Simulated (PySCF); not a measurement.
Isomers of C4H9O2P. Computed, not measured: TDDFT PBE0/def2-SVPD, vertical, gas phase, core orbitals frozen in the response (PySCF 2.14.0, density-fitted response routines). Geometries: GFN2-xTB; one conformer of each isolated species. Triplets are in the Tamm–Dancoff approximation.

A. `C[P@H](=O)CC(C)=O`
B. `CC(=O)P(C)CO`
C. `C[P@@](=O)(O)C1CC1`

Lowest singlet levels (six at most, fewer where fewer were computed) with oscillator strengths:

1. 327 nm (f 0.009); 266 nm (f 0.019); 211 nm (f 0.026); 200 nm (f 0.047); 198 nm (f 0.027); 186 nm (f 0.046); T1 3.15 eV
2. 280 nm (f 0.002); 206 nm (f 0.028); 204 nm (f 0.003); 178 nm (f 0.019); 165 nm (f 0.036); 164 nm (f 0.007); T1 3.85 eV
3. 175 nm (f 0.021); 165 nm (f 0.039); 162 nm (f 0.021); 159 nm (f 0.047); 156 nm (f 0.001); 152 nm (f 0.003); T1 6.94 eV

Question: Match each spectrum to its molecule.

Answer: 1 = B, 2 = A, 3 = C.
- A: S1 at 4.43 eV, HOMO→LUMO (94%); S1 has the pattern of n→π* at C=O; HOMO -7.58 and LUMO -0.94 eV.
- B: S1 at 3.80 eV, HOMO→LUMO (73%), HOMO-1→LUMO (22%); Löwdin shares by element: HOMO phosphorus 45%, oxygen 29%, carbon 8% or more (atoms not listed hold the other 18%); LUMO carbon 44% or more, oxygen 30% or more, phosphorus 11%; HOMO -6.76 and LUMO -1.26 eV.
- C: S1 at 7.07 eV, HOMO→LUMO (96%); Löwdin shares by element: HOMO oxygen 54% or more, carbon 19% or more, phosphorus 13%; LUMO oxygen 24% or more, hydrogen 12% or more, carbon 10% or more, phosphorus 8% (atoms not listed hold the other 47%); HOMO -7.79 and LUMO 0.39 eV.
